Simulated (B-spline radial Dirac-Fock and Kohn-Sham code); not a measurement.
# Binding energies of Ho at several levels of theory

System: neutral holmium, [Xe] 4f11 5d2 (not the ground configuration).

The density-functional columns are spherical, spin-unpolarised Dirac-Kohn-Sham results without Breit or QED terms: −ε is minus the orbital energy of the initial state and ΔSCF the difference of two total energies. The reference in the last column comes from multi-electron Dirac-Fock with separately optimised hole states, Breit and Lamb-shift corrections added in first order. All numbers are from a B-spline atomic structure program, in eV; a selection of levels is shown. The Kohn-Sham columns are given as differences from the reference. For the 1s level of heavy atoms much of the gap between ΔSCF and the reference is the Breit and QED part, -250.9 eV here; for other levels the error of the functional can be larger.

| level | PBE −ε − DF | PBE ΔSCF − DF | Dirac-Fock |
| --- | --- | --- | --- |
| K (1s) | -190.6 | +291.4 | 55613.7 |
| L1 (2s) | -134.0 | -51.5 | 9399.0 |
| L2 (2p1/2) | -97.4 | +9.7 | 8916.4 |
| L3 (2p3/2) | -107.1 | -12.8 | 8069.2 |
| M1 (3s) | -64.6 | -44.3 | 2133.4 |
| M2 (3p1/2) | -50.2 | -28.2 | 1923.7 |
| M3 (3p3/2) | -49.6 | -29.6 | 1744.0 |
| M4 (3d3/2) | -29.8 | -4.9 | 1389.1 |
| M5 (3d5/2) | -30.6 | -6.5 | 1350.8 |
| N1 (4s) | -29.2 | -22.2 | 437.2 |
| N2 (4p1/2) | -22.6 | -15.7 | 353.1 |
| N3 (4p3/2) | -22.8 | -16.1 | 313.1 |
| N4 (4d3/2) | -11.6 | -5.1 | 174.1 |
| N5 (4d5/2) | -11.6 | -5.3 | 166.9 |
| N6,7 (4f) | -0.2 | +5.0 | 2.58 |
| O1 (5s) | -5.9 | -1.9 | 55.28 |
| O2 (5p1/2) | -2.2 | +1.5 | 30.84 |
| O3 (5p3/2) | -2.4 | +1.2 | 26.01 |
| O4,5 (5d) | -1.1 | +1.0 | 1.99 |

Values without a named source are computed, but for edge energies of neutral atoms, which are taken from tables.
